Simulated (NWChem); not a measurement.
CCl3, doublet; SMILES Cl[C](Cl)Cl

All runs: NWChem. Spin-unrestricted. In the optimisation the excess spin sits in a (C3, its own frame). All runs use the structure optimised with PBE0/def2-SVP, spin-unrestricted. No stability test was run on the SCF state. Solvent water, SMD (1 M gas to 1 M solution), gas-phase geometry. Reactions with the solvent are ignored.

### Question
Order these by “dipole in solution (D)”, lowest first: M06-2X/def2-TZVPP; M06-2X/def2-SVPD; M06-2X/def2-SVP; M06-2X/STO-3G.

### Answer
M06-2X/STO-3G (0.02), M06-2X/def2-SVPD (0.09), M06-2X/def2-TZVPP (0.14), M06-2X/def2-SVP (0.23)
